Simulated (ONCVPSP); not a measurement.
# Configuration tests for manganese (ONCV)

```
Element                 : Mn
Generator               : ONCVPSP 4.0.1
Type                    : optimised norm-conserving Vanderbilt (ONCV)
Functional              : PBE
Relativity              : scalar-relativistic
Frozen core             : [Ne]
Valence charge          : 15
Reference configuration : 3s2 3p6 3d5 4s2
Partial waves           : 3s+4s: rc 1.15 bohr, ncon 4, nbas 8, qcut 11.3 1/bohr, 2 projectors; 3p: rc 1.20 bohr, ncon 4, nbas 8, qcut 9.6 1/bohr, 2 projectors, debl 3.1 Ha; 3d: rc 1.40 bohr, ncon 5, nbas 10, qcut 12.6 1/bohr, 1 projector
Local potential         : polynomial inside 1.00 bohr (lpopt 5, dvloc0 0 Ha)
Core correction         : polynomial model core, fcfact 0.2
```

Energies are relative to the spin-unpolarised reference configuration 3s2 3p6 3d5 4s2; without spin polarisation the order of configurations can differ from experiment.

Q: Give the all-electron excitation energy and the error of the potential for: 3s2 3p6 3d5 4s1; 3s2 3p6 3d5 4s0; 3s2 3p6 3d4 4s0; 3s2 3p6 3d5 4s1.5.

A:

| valence configuration | charge | ΔE all-electron (eV) | error AE − PS (meV) |
| --- | --- | --- | --- |
| 3s2 3p6 3d5 4s1 | +1 | 8.416 | -0.2 |
| 3s2 3p6 3d5 4s0 | +2 | 24.015 | +0.6 |
| 3s2 3p6 3d4 4s0 | +3 | 56.534 | -3.5 |
| 3s2 3p6 3d5 4s1.5 | +0.5 | 3.361 | -0.1 |
